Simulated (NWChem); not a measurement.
# CH8O2Si2; SMILES OC[SiH2]O[SiH3]

```xyz
13

O      0.0097    -3.1878     0.0212
C      0.7009    -1.9543    -0.0534
Si    -0.5450    -0.5343    -0.0545
O      0.2494     0.9227     0.0002
Si     0.1857     2.5772     0.0218
H     -0.3951    -3.2525     0.8926
H      1.4557    -1.8337     0.7493
H      1.2670    -1.9558    -0.9992
H     -1.4106    -0.6069    -1.2693
H     -1.4158    -0.6907     1.1558
H     -0.4585     3.0910    -1.2248
H     -0.5983     3.0531     1.2018
H      1.5778     3.1013     0.1106
```
Atoms are numbered in this order, from 1.

Program: NWChem. Pople sets run with spherical d functions. All runs use the structure optimised with PBE0/def2-SVP. Static field.

Q: Taking PBE0/def2-SVPD as the yardstick, which of these has the fewest basis functions while keeping “isotropic polarisability (bohr³)” within 2 % of it: PBE0/def2-SVP; PBE0/6-31G*; PBE0/6-31+G*?

A: none of them.
```json
[
 {"level": "PBE0/6-31G*", "basis functions": "94", "isotropic polarisability (bohr³)": "58.7", "relative time (rough)": "1"},
 {"level": "PBE0/6-31+G*", "basis functions": "114", "isotropic polarisability (bohr³)": "67.1", "relative time (rough)": "2"},
 {"level": "PBE0/def2-SVP", "basis functions": "118", "isotropic polarisability (bohr³)": "63.3", "relative time (rough)": "2"},
 {"level": "PBE0/def2-SVPD", "basis functions": "178", "isotropic polarisability (bohr³)": "75.0", "relative time (rough)": "5"}
]
```

The yardstick is one finite set, not the basis-set limit.
